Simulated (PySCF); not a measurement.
An unknown shows these calculated signals:

¹H NMR (600 MHz, computed): δ 5.58 (q, 1H), 3.74 (s, 3H), 2.21 (d, 3H).

¹³C{¹H} NMR (computed): δ 174.7 (C), 153.3 (C), 122.6 (CH), 56.0 (CH3), 17.5 (CH3).

Method: NMR shieldings at PBE0/pcSseg-1/GIAO, geometry from GFN2-xTB, in PySCF 2.14.0 with density-fitted response routines (isolated molecule, single conformer, non-relativistic Hamiltonian, equivalent nuclei averaged).

δ = σ(ref) − σ, references computed at the same level: TMS for ¹H (31.72 ppm), ¹³C (186.93 ppm).

**Question.** Which of these does the molecule contain: an OH group, an N-methyl group, a (CH3)2CH unit, a non-aromatic C=C double bond, a methoxy group?

**Answer.** 
- An OH group: no.
- An N-methyl group: no.
- A (CH3)2CH unit: no.
- A non-aromatic C=C double bond: yes.
- A methoxy group: yes (δC 56.0; δH 3.74 (s)).

The data belong to SMILES C/C=C(/OC)C(=O)Cl, C₅H₇ClO₂; they needn't prove each group on their own.

Carbon signals by region: 1 in the far downfield region (above 160 ppm), 2 in the sp2 and nitrile region (100–160 ppm), 1 at 50–100 ppm, 1 below 50 ppm. Above 160 ppm: 174.7, carbonyl carbon.

Carbons that carry Cl, above all several Cl atoms, come out too deshielded, partly because spin–orbit coupling is missing. Shifts are as computed. Against solution values, carbons near 30 ppm lie about +3 ppm off and those near 130 ppm about +5 ppm; carbons on Cl a further +6 ppm. Of 1211 compounds with measured shifts, 218 miss one by over three times the rms of a fit or turn the order of signals round; such compounds aren't used in these exercises. Multiplicities follow the n + 1 count of equivalent neighbours, as no J values were calculated; m marks all less simple cases, F and P coupling included.
